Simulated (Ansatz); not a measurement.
C₂H₈NO₂V, SMILES `C[O][V]([CH3])(=[NH])[OH]`. Charge 0, multiplicity 1. Correlated methods include outer-core shells of V, which these sets cover unevenly. Scalar relativity is left out up to krypton.

```xyz
14

C     0.620   -2.160   -0.642
O    -0.253   -1.174   -0.171
V    -0.145    0.381    0.604
C    -0.734    1.728   -0.781
N     1.391    0.797    0.876
O    -1.176    0.619    2.036
H     0.410   -3.108   -0.136
H     0.467   -2.298   -1.717
H     1.661   -1.878   -0.461
H    -0.667    2.734   -0.363
H    -1.772    1.496   -1.038
H    -0.102    1.656   -1.667
H     2.257    1.129    1.280
H    -1.958    0.079    2.180
```

Question: Give the diagnostics of a CCSD(T)/def2-TZVPP run (frozen core, Ansatz 0.2.0). (Best estimate.)

Answer: Computed: T1 = 0.0292, largest single amplitude 0.070, largest double 0.049, (T) share of the correlation energy 6.0 %, 16 CCSD cycles. The RHF solution is unstable towards an unrestricted one. T1 lies over the customary mark of 0.02 for closed shells; compounds of d metals often pass it without a breakdown.
